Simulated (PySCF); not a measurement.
A calculated (UHF, PySCF 2.14, def2-SVP, no relativity, point nucleus) atom or ion has these occupied shells.

| shell | electrons | orbital energy (eV) | rms radius, mean of both spins (bohr) |
| --- | --- | --- | --- |
| 1s α | 1 | -5482.9 | 0.0776 |
| 1s β | 1 | -5482.9 | 0.0776 |
| 2s α | 1 | -650.11 | 0.336 |
| 2s β | 1 | -648.25 | 0.336 |
| 2p α | 3 | -545.57 | 0.304 |
| 2p β | 3 | -543.69 | 0.304 |
| 3s α | 1 | -90.996 | 1.03 |
| 3s β | 1 | -84.145 | 1.03 |
| 3p α | 3 | -60.780 | 1.12 |
| 3p β | 3 | -52.250 | 1.12 |
| 3d α | 4 | -15.377 | 1.62 |

(1) Name the element and its charge.

Answers

(1) V⁺ (vanadium, charge +1), in [Ar] 3d4, high-spin 5D determinant.
